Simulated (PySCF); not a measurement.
**Relaxation of quintet H₂PtS**

Level of theory: UPBE0/[Pt def2-TZVP with ECP60, S def2-TZVP, H def2-TZVP], scalar-relativistic core potentials, density fitting, no spin–orbit coupling, PySCF. A (50,194) grid was used.

A start displaced from a saddle point along its imaginary mode, of Cs symmetry, held to at least that symmetry:

```xyz
4
charge 0 multiplicity 5, angstrom
Pt    0.1545    0.2677    0.0016
S    -0.9733   -1.6861   -0.0023
H     1.7892    0.0997   -0.1200
H    -0.8085    1.5992   -0.1200
```

Problem. What does it relax to?

Solution. It ends at Cs with Pt–H 1.631 Å (×2), Pt–S 2.200 Å; H–Pt–H 128.2°, H–Pt–S 97.1° (×2) (after a last refinement on a finer grid). A frequency run shows a minimum. Other isomers or separated fragments may lie lower.

Problem. How much energy is released, and in how many steps?

Solution. 45.5 kJ/mol in 9 steps.

Other spin states or occupations of the open shell can lie lower. At this level a singlet minimum of Cs symmetry lies 210 kJ/mol below this structure. With an element this heavy the missing spin–orbit coupling can shift these numbers.

The relaxation took about 60 core-seconds on a shared host.
